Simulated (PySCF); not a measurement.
An EPR job on `[SiH3]N(B([NH])C[SiH3])[SiH3]` [radical].

Computed with UKS B3LYP, pcH-1 on B C H N Si, non-relativistic, mean-field spin-orbit, GIAO (PySCF 2.14.0). Geometry: GFN2-xTB. The input is one job of a driver script: a line of settings, then coordinates in Å.

Command:
```bash
OMP_NUM_THREADS=1 python probes_run.py task.json out
```

Input:
```
{"job": {"kind": "epr", "basis": "pcH-1"}, "charge": 0, "multiplicity": 2}
N      0.069327    -0.798558     2.226300
B      0.022055    -0.574586     0.920532
C      1.323626    -1.109236     0.058903
Si     2.277476     0.354928    -0.667054
N     -1.013278     0.083099     0.145524
Si    -1.373928     1.732749     0.564214
Si    -1.881427    -0.751369    -1.101333
H      0.766839    -1.186455     2.829975
H      0.918827    -1.747252    -0.724469
H      1.968086    -1.723067     0.685409
H      3.435927    -0.210030    -1.378904
H      1.457015     1.116844    -1.609132
H      2.771062     1.229933     0.400573
H     -0.174565     2.331743     1.151504
H     -2.500108     1.783974     1.503350
H     -1.724095     2.417562    -0.685603
H     -3.314242    -0.511397    -0.915530
H     -1.589364    -2.183337    -0.998381
H     -1.449039    -0.246294    -2.413339
```

Output:
```
UKS, coarse grid
  cycle   1  E = -1048.13525992  |g| = 4.74e-01
  cycle   2  E = -1048.01018372  |g| = 6.99e-01
  cycle   3  E = -1048.23208074  |g| = 9.34e-02
  cycle   4  E = -1048.23422756  |g| = 7.82e-02
  cycle   5  E = -1048.23713213  |g| = 2.02e-02
  cycle   6  E = -1048.23736596  |g| = 1.47e-02
  cycle   7  E = -1048.23751114  |g| = 4.79e-03
  cycle   8  E = -1048.23754981  |g| = 1.49e-03
  cycle   9  E = -1048.23755864  |g| = 7.72e-04
UKS, final grid
  cycle   1  E = -1048.23753066  |g| = 6.67e-04
  cycle   2  E = -1048.23753187  |g| = 1.03e-03
  cycle   3  E = -1048.23753261  |g| = 3.61e-04
  cycle   4  E = -1048.23753349  |g| = 3.00e-04
  cycle   5  E = -1048.23753431  |g| = 6.37e-05
  cycle   6  E = -1048.23753431  |g| = 1.78e-05
E = -1048.23753431 Eh   <S^2> = 0.7553 (exact 0.7500)
g shifts (ppm)      1          2          3
  rmc          -214       -214       -214
  gc              8          7         57
  oz_so         195       1406       4776
  total         -11       1199       4619
hyperfine (MHz)  atom isotope    a_iso     a_fc   dipolar eigenvalues
    0   14N      60.54      60.38    -37.86    -33.44     71.31
    1   11B     -40.89     -40.85    -14.58     -5.69     20.27
    2   13C      85.31      85.38    -18.35    -17.54     35.89
    3  29Si       1.15       1.15     -4.45      1.86      2.59
    4   14N       9.77       9.77     -1.72     -1.48      3.21
    5  29Si       3.52       3.52     -0.99      0.08      0.92
    6  29Si       3.03       3.03     -0.38      0.17      0.22
    7    1H      11.64      11.48    -43.27    -13.20     56.47
    8    1H       5.33       5.33     -9.14     -0.93     10.06
    9    1H      -8.72      -8.71    -10.45     -2.32     12.77
   10    1H      23.30      23.30     -1.33     -0.41      1.74
   11    1H      -0.66      -0.66     -1.36     -0.76      2.13
   12    1H       0.27       0.27     -1.73     -0.77      2.51
   13    1H      -0.57      -0.57     -1.90     -1.56      3.47
   14    1H       6.38       6.38     -1.56     -1.15      2.71
   15    1H      -1.06      -1.06     -0.83     -0.67      1.50
   16    1H       3.66       3.66     -0.82     -0.62      1.44
   17    1H       0.06       0.06     -1.38     -0.98      2.37
   18    1H      -0.83      -0.83     -0.87     -0.59      1.46
```

rmc, gc and oz_so are the mass-correction, gauge-correction and orbital-Zeeman/spin–orbit parts of the g shift along its three principal axes; a_iso is the isotropic hyperfine coupling and a_fc its Fermi-contact part. The program numbers atoms from 0.

Task: Get g_iso from the total shifts.

Result: Their mean is 1935 ppm; added to g_e = 2.002319 it gives 2.00425.

In short: ⟨S²⟩ 0.755; g_iso 2.0043.

Geometry: GFN2-xTB, one conformer, isolated molecule.

Hardware: one thread of an Arm Neoverse V2, shared host with 96 logical CPUs at a one-minute load of 46. Cost: 2.8 min of wall time (grids of density and orbitals included), 1.2 GiB resident at most.
Labels such as C1 count atoms from 1, the log's own numbers from 0.
